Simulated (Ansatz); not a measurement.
Species: sum formula SiN2H4Cl2, charge 0, multiplicity 1. 
Geometry from a B3LYP-D3(BJ)/def2-TZVP (Ansatz, a quantum-chemistry and plane-wave program) optimisation:
SMILES: N[Si](N)(Cl)Cl
```xyz
9

Si     0.0035    -0.3639     0.0078
Cl    -0.0753     0.8478    -1.6658
Cl     0.0581     0.9201     1.6277
N      1.3836    -1.3291     0.1763
N     -1.3574    -1.3621    -0.1183
H      1.5772    -2.0583    -0.4921
H      2.2193    -0.9647     0.6039
H     -2.1998    -1.0328    -0.5608
H     -1.5371    -2.0655     0.5810
```

Basis-set convergence of Hartree-Fock and MP2 correlation energies (hartree) with Ansatz. Cores are frozen in the correlated levels unless marked. No spin-orbit coupling. No relativistic terms.

| basis | functions | E(HF) | E(corr, MP2) |
|---|---|---|---|
| cc-pV(D+d)Z | 117 | -1319.36774 | -0.70692 |
| cc-pV(T+d)Z | 233 | … | … |

### Question
Some entries are withheld; supply them.

### Answer

- cc-pV(T+d)Z, E(HF): -1319.46081
- cc-pV(T+d)Z, E(corr, MP2): -0.92109
